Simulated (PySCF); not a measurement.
**Radial density of Mo²⁺ (molybdenum, charge +2)**

BP86, [Kr] 4d4, high-spin 5D determinant. Calculation: PySCF 2.14, in x2c-SVPall (6s5p5d1f, 53 functions); the spin-free X2C one-electron Hamiltonian (Gaussian nucleus).

```csv
r (bohr),4πr²ρ (e/bohr),4πr²(ρα − ρβ)
0.0319,50.78,-0.0007
0.0537,44.90,0.0026
0.0904,62.25,0.0459
0.152,54.43,0.2584
0.256,42.96,0.5471
0.430,42.72,0.1462
0.723,12.44,0.5461
1.22,10.59,2.5439
2.05,2.696,1.6084
3.44,0.2198,0.2134
5.79,0.0009253,0.0007
```

Densities and radii are taken from the X2C orbitals without a picture-change correction, which distorts them close to the nucleus.
